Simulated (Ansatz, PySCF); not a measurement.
Spin gap between two states, R1 and P1; the higher of the two is an excited state, each structure at its B3LYP-D3(BJ)/def2-TZVP stationary point, reached from a drawn start (curvature not checked).
R1, F2Si (SMILES F[Si]F) (charge 0, multiplicity 1):
```xyz
3

Si     0.0000     0.0000    -0.6841
F      1.2394     0.0000     0.3420
F     -1.2394     0.0000     0.3420
```
P1, F2Si (SMILES F[Si]F) (charge 0, multiplicity 3):
```csv
atom,x (Å),y (Å),z (Å)
Si,0.0000,0.0000,-0.5838
F,1.3459,0.0000,0.2919
F,-1.3459,0.0000,0.2919
```

P less R. No zero-point or thermal terms; singlets are restricted closed shells; open shells are unrestricted.

Frozen-core correlation throughout.

Run with Ansatz (a quantum-chemistry and plane-wave program); PySCF for the D3/D4 terms. No computed number here is a measurement.

```
level                     spin gap (kcal/mol)
------------------------  -------------------
PBE/def2-TZVPP                          69.58
B97M-V/def2-TZVPP                       75.47
B3LYP-D3(BJ)/def2-TZVPP                 73.38
PBE0-D4/def2-TZVPP                      67.91
BHLYP/def2-TZVPP                        71.69
wB97M-V/def2-TZVPP                      80.95
B2PLYP-D3(BJ)/def2-TZVPP                73.04
SCS-MP2/cc-pV(D+d)Z                     72.14
SCS-MP2/cc-pV(T+d)Z                         ?
```

Q: Fill in the missing entries.

A: 
- SCS-MP2/cc-pV(T+d)Z, spin gap (kcal/mol): 73.23
